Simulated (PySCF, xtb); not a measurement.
H11NSi4, SMILES N[Si]([SiH3])([SiH3])[SiH3].

GFN2-xTB (xtb) at its own geometry gives an orbital gap of 3.51 eV and a dipole moment of 1.50 D.

The structure is a stationary point at r2SCAN-D4/def2-SVP. Other conformers were not sampled.

Question: What does PBE/def2-TZVP (PySCF) give? (An estimate is asked for; the answer gives what the named calculation found.)

Answer: gap 4.22 eV (levels -5.80 and -1.58 eV), dipole 1.47 D.
